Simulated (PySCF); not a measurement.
LuCl3(H2O) relaxed at several levels

Computed with PySCF 2.14.0, def2-SVP on the ligands, density fitting, scalar-relativistic core potentials, no spin-orbit coupling, vacuum. Each row is relaxed at its own level from the same template. Distances are means of the shortest metal–ligand contacts, charges and spins Mulliken's; removal energies are rigid, with the ligand's formal charge and no counterpoise, so too large; for an anion taken off a cation in vacuum most of it is the attraction of opposite charges, and multiply charged cations can part far more cheaply with an electron moved from ligand to metal. lcecp potentials hold a fixed number of 4f electrons in the core, out of states, spins and gaps.

```json
{"level": "BP86", "basis on the metal": "lcecp-1-SVP with ECP60", "point group": "Cs", "M–Cl (Å)": "2.442", "M–H2O (Å)": "2.302", "charge on M (e)": "0.61", "dipole (D)": "6.19", "removal of one Cl (eV)": "9.18", "unstable modes (below −25 cm⁻¹)": "1 (soft)"}
```

Q: What does the calculation give for PBE0, lcecp-1-SVP with ECP60?

A: point group: Cs, M–Cl (Å): 2.433, M–H2O (Å): 2.294, charge on M (e): 0.79, dipole (D): 5.94, removal of one Cl (eV): 9.26, unstable modes (below −25 cm⁻¹): 1 (soft).
```xyz
7

Lu   -0.0440   -0.0462    0.0462
Cl    1.0432    1.8278    1.1589
Cl   -1.6575   -1.3300    1.3300
Cl    1.0432   -1.1589   -1.8278
O    -1.3304    1.2970   -1.2970
H    -1.5026    2.2334   -1.1275
H    -1.5026    1.1275   -2.2334
```

Members with unstable modes aren't minima as they stand: saddle points kept by symmetry or, where the modes are soft, flat surfaces and noise. One start shape was tried for each, so a minimum needn't be the lowest isomer.
